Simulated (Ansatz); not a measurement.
HBr, triplet, at the geometry of the source list (a higher spin typed on purpose: for a closed-shell molecule this is an excited state). Base run: B3LYP/pcseg-1 in Ansatz (an electronic-structure program).

Geometry (Å):
```xyz
2

Br     0.7004     0.0000     0.0000
H     -0.7004     0.0000     0.0000
```
Charge 0, spin multiplicity 3.
Orbitals are unrestricted.
All else is at Ansatz's defaults.

Each row names what was changed in the base input (with any setting that the change needs).

| change | E (Eh) | <S^2> |
|---|---|---|
| base | -2574.24797 | 2.002 |
| functional = wB97X | -2574.23640 | 2.002 |
| functional = b3lyp; dispersion = d4 | -2574.24838 | 2.002 |
| functional = SVWN5 | -2570.66087 | 2.001 |
| functional = blyp; dispersion = d3bjatm | -2574.25091 | 2.001 |
| functional = b3lyp; dispersion = d3bjatm | -2574.24865 | 2.002 |
| functional = r2scan | -2574.19329 | 2.003 |
| functional = wB97M-V | -2574.04962 | 2.002 |
| functional = b3lyp5 | -2574.10522 | 2.002 |
| functional = wB97X-V | -2573.97026 | 2.002 |
| functional = BHLYP | -2574.19343 | 2.003 |
| functional = cam_b3lyp | -2574.34142 | 2.002 |
| functional = hf | -2572.43606 | 2.008 |

Totals shift with the method and basis; they matter in differences.
